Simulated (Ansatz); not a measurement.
The first iterations of a band of C2H4AlF (8 atoms, charge 0, multiplicity 1).

These are results of Ansatz 0.2.0, RHF/def2-SVP, not measurements.

```yaml
movable_images: 7
climbing_image: yes
spring: 5.0 eV/Å²
optimiser: quadratic models (default)
start_path: IDPP
force_threshold: 0.05 eV/Å
iteration_limit: 60
end_points: relaxed
```

Image 0:

```xyz
8
Properties=species:S:1:pos:R:3
F -0.478 2.531 0.157
C -0.147 1.317 -0.237
C -0.204 0.253 0.549
Al 0.298 -1.512 -0.091
H 0.170 1.322 -1.273
H -0.549 0.445 1.563
H 0.780 -1.648 -1.591
H 0.223 -2.765 0.866
```

Image 8:

```xyz
8
Properties=species:S:1:pos:R:3
F -0.478 2.532 0.154
C -0.147 1.318 -0.240
C -0.203 0.255 0.546
Al 0.298 -1.513 -0.088
H 0.169 1.324 -1.276
H -0.547 0.447 1.561
H 0.222 -2.761 0.874
H 0.779 -1.658 -1.587
```

| iteration | highest image above the first end (eV) | largest band force component (eV/Å) |
| --- | --- | --- |
| 1 | 0.268 | 0.490 |
| 2 | 0.255 | 0.842 |

**Question.** Does the band converge within its limit, and where does its top end?

**Answer.** It converged. It ended after 6 iterations with the highest image 0.217 eV above the first end. A vibrational analysis at the climbing image gives one clearly imaginary mode, 208i cm⁻¹: a first-order saddle point.

Run time: 46 s on 1 thread of AMD EPYC 7R43 64-Core Processor (Zen 3), on a shared host, peak memory 0.15 GiB.
